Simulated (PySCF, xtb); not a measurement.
C₃H₆F₂Si, SMILES [SiH3]CC=C(F)F.

GFN2-xTB (xtb 6.7.1) at its own geometry gives an orbital gap of 4.62 eV and a dipole moment of 3.12 D.

Geometry optimised at PBE0-D3(BJ)/def2-SVP. This is a generated structure with no PubChem entry under its InChIKey; it may be hypothetical. Other conformers were not sampled.

**Question.** What does PySCF with PBE/def2-TZVP give? (An estimate is asked for; the answer gives what the named calculation found.)

**Answer.** gap 5.27 eV (levels -5.81 and -0.54 eV), dipole 1.15 D.
